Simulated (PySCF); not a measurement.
Compound: C3H6F3NSi.
InChI=1S/C3H6F3NSi/c1-7-8(2)3(4,5)6/h8H,1H2,2H3/t8-/m0/s1

Computed, not measured: TDDFT wB97X-D/def2-SVPD, vertical, gas phase, core orbitals frozen in the response (PySCF 2.14.0, density-fitted response routines). The structure is a single PBE0-D3(BJ)/def2-SVP conformer in the gas phase; no vibrational or solvent corrections. Torsions of this conformer, `[CH2:1]=[N:2][Si@@H:3]([CH3:4])[C:5]([F:6])([F:7])[F:8]`: C1–N2–Si3–C4 125°, N2–Si3–C5–F6 59°.

Orbital energies (eV): HOMO-3 -12.49, HOMO-2 -11.57, HOMO-1 -10.97, HOMO -9.42, LUMO 0.53, LUMO+1 2.12, LUMO+2 2.34.

Computed singlets:

```csv
state,E (eV),f
S1,4.10,0.0003
S2,7.06,0.016
S3,7.54,0.126
S4,7.59,0.125
S5,7.77,0.051
S6,8.00,0.113
S7,8.45,0.074
S8,8.62,0.107
S9,8.76,0.0097
S10,8.83,0.079
```

**Question.** Assign a leading configuration to S1, S2, S3, S5 and S10 and set E beside the orbital difference Δε.

**Answer.** 

```
state  leading configuration  weight  Δε (eV)  E (eV)  E − Δε (eV)       f  other configurations
   S1              HOMO→LUMO    0.98     9.94    4.10        -5.84  0.0003                     –
   S2            HOMO→LUMO+1    0.73    11.54    7.06        -4.48   0.016           H→L+2 (18%)
   S3            HOMO-1→LUMO    0.67    11.50    7.54        -3.96   0.126           H→L+2 (14%)
   S5            HOMO-2→LUMO    0.92    12.10    7.77        -4.33   0.051                     –
  S10            HOMO-3→LUMO    0.81    13.02    8.83        -4.19   0.079                     –
```

E − Δε runs from -5.84 to -3.96 eV. By orbital difference alone the order would be S1, S3, S2, S5, S10.

H and L stand for HOMO and LUMO. The other states: S4 7.59 eV, f 0.125, H→L+2 (39%), H-1→L (29%), H→L+3 (17%); S6 8.00 eV, f 0.113, H→L+3 (43%), H→L+4 (36%), H→L+1 (8%); S7 8.45 eV, f 0.074, H→L+4 (38%), H→L+7 (21%), H→L+3 (9%); S8 8.62 eV, f 0.107, H→L+5 (55%), H→L+8 (11%), H→L+2 (10%); S9 8.76 eV, f 0.0097, H-1→L+1 (34%), H-1→L+2 (28%), H-1→L+3 (14%).

**Question.** Pair triplets and singlets of the same leading configuration (75% or more in both) and give the splittings.

**Answer.** 

```json
{"configuration": "HOMO→LUMO", "triplet": "T1", "E(T) (eV)": "3.54", "singlet": "S1", "E(S) (eV)": "4.10", "E(S) − E(T) (eV)": "+0.56"}
```

The 4 triplets are Tamm–Dancoff values, the singlets full response.

Summed over the main configurations (up to three a state, each over 8%) of all 10 singlets, the electron leaves HOMO with weight 4.92, HOMO-1 with weight 1.72, HOMO-2 with weight 0.92 and HOMO-3 with weight 0.81.

All these states lie below the vertical ionisation energy of 9.71 eV (ΔSCF).
